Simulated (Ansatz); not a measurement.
Cost and result for the atomization energy of C2H7BrGe, SMILES `[CH3][GeH]([CH3])[Br]` (11 atoms, 10 bonds).

```xyz
11

C    -1.2663    1.0559   -0.2620
Ge    0.0003   -0.3854   -0.5700
C     1.1026   -0.7804    0.9811
Br    1.4380    0.3256   -2.2594
H    -0.7354    1.9528    0.0588
H    -1.9768    0.7660    0.5152
H    -1.8137    1.2777   -1.1779
H    -0.6871   -1.6469   -1.1236
H     1.6288    0.1198    1.2999
H     0.4752   -1.1353    1.8016
H     1.8345   -1.5498    0.7362
```

Charge 0, multiplicity 1. Correlated methods include outer-core shells of Br, Ge, which these sets cover unevenly. Scalar relativity is left out up to krypton. Geometry: relaxed with PBE0-D4/def2-TZVP. Program: Ansatz. Hardware: A = 2 threads of an AMD EPYC 7R13 on a shared host; B = 2 threads of an AMD EPYC 7R13 on a shared host and a share of an NVIDIA H100 80 GB. Times are those of one run each, without the atoms' runs, and a repeat can differ threefold. Electronic energies, without spin–orbit coupling; frozen cores. CCSD(T)/CBS adds CCSD(T) − MP2 in def2-TZVPP to the MP2 limit, and its time is that of the two runs behind it. T1 = 0.009. With those shells the extrapolation isn't a true limit. B3LYP takes the VWN-RPA correlation (the form of Gaussian; ORCA's B3LYP/G).

CCSD(T)/CBS is a level of theory with its own doubt, some kJ/mol a heavy atom from the limit and from the frozen cores, so smaller differences don't rank the functionals.

| level | functions | wall time | atomization (kJ/mol) | difference from CCSD(T)/CBS | per bond |
| --- | --- | --- | --- | --- | --- |
| PBE-D4/def2-TZVPP (with forces) [A] | 256 | 5 s | 3805.5 | 11.1 | 1.1 |
| PBE0-D4/def2-TZVPP [A] | 256 | 7 s | 3780.8 | -13.6 | -1.4 |
| r2SCAN-D4/def2-TZVPP (with forces) [A] | 256 | 9 s | 3792.2 | -2.2 | -0.2 |
| B3LYP-D4/def2-TZVPP (with forces) [A] | 256 | 11 s | 3763.9 | -30.5 | -3.0 |
| B2PLYP/def2-TZVPP [A] | 256 | 12 s | 3734.5 | -59.9 | -6.0 |
| MP2/def2-QZVPP [B] | 502 | 15 s | 3781.6 | -12.8 | -1.3 |
| ωB97X-V/def2-TZVPP [A] | 256 | 16 s | 3788.6 | -5.8 | -0.6 |
| CCSD(T)/def2-TZVPP [B] | 256 | 17 s | 3719.7 | -74.7 | -7.5 |
| ωB97M-V/def2-TZVPP (with forces) [A] | 256 | 23 s | 3770.4 | -24.0 | -2.4 |
| CCSD(T)/CBS(def2) | – | 32 s | 3794.4 | 0.0 | 0.0 |

From PBE to PBE0 (25 % exact exchange), in def2-TZVPP and without D4, the atomization energy moves by −21.4 kJ/mol: exact exchange takes away binding that semilocal exchange gives to molecules. The D4 term adds +36.7 kJ/mol with B3LYP and +19.4 kJ/mol with PBE0; it sums over pairs of atoms, weighted by their polarisabilities, and B3LYP, whose exchange is more repulsive, gets the larger term. In def2-TZVPP, CCSD(T) changes the Hartree–Fock value by +858.1 kJ/mol (the triples alone add +43.7 kJ/mol) and MP2 by +877.5 kJ/mol; breaking electron pairs costs correlation energy, which Hartree–Fock lacks.
